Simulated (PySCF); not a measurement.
# Spinor energies of Bi³⁺ (bismuth, charge +3)

Start: [Xe] 4f14 5d9 6s2 6p1; 5d3/2 filled at m_j = -3/2, -1/2, +1/2, +3/2; 5d5/2 filled at m_j = -3/2, -1/2, +1/2, +3/2, +5/2; 6p3/2 filled at m_j = +3/2. Calculated with PySCF 2.14 in x2c-TZVPall-2c (11s11p9d3f, 110 functions): generalised Hartree-Fock with the X2C-1e Hamiltonian and a Gaussian nucleus; spin-orbit coupling (SO) screened by Boettger's factors. This is a chosen level, not necessarily the ground level.

```tsv
spinor shell	electrons	ε, screened SO (eV)	weight of nominal j (screened SO)	rms radius, screened SO (bohr)
1s1/2	2	-91045.9	1.000	0.0178
2s1/2	2	-16543.8	1.000	0.0718
2p1/2	2	-15872.1	1.000	0.0606
2p3/2	4	-13547.6	1.000	0.0691
3s1/2	2	-4093.6	1.000	0.183
3p1/2	2	-3791.0	1.000	0.175
3p3/2	4	-3263.4	1.000	0.192
3d3/2	4	-2773.3	1.000	0.168
3d5/2	6	-2661.8	1.000	0.172
4s1/2	2	-1006.6	1.000	0.401
4p1/2	2	-873.94	1.000	0.404
4p3/2	4	-742.05	1.000	0.438
4d3/2	4	-526.14	1.000	0.446
4f5/2	6	-217.72	0.999	0.478
5s1/2	2	-216.29	1.000	0.886
4f7/2	8	-212.19	0.999	0.480
5p1/2	2	-168.10	0.999	0.948
5p3/2	4	-141.49	1.000	1.03
5d3/2	4	-71.451	0.980	1.25
5d5/2	5	-67.821	0.984	1.29
6s1/2	2	-46.374	0.999	2.12
6p3/2	1	-33.287	1.000	2.62
```

(1) Where does 4d5/2 lie, and what is the 4d spin-orbit splitting (screened SO)?

```csv
quantity,screened SO
E (hartree),-21552.23878
M_J,4
⟨J²⟩,20.011
⟨L²⟩,12.206
⟨S²⟩,2.202
```

Each row is a mean over spinors that exchange with the open shell spreads, by up to 6.412 eV (5p3/2).

Breit and QED terms are absent; they matter most for the inner s and p1/2 levels.

Densities and radii are taken from the X2C orbitals without a picture-change correction, which distorts them close to the nucleus.

## Answers

(1) At -500.63 eV, 25.504 eV above 4d3/2.
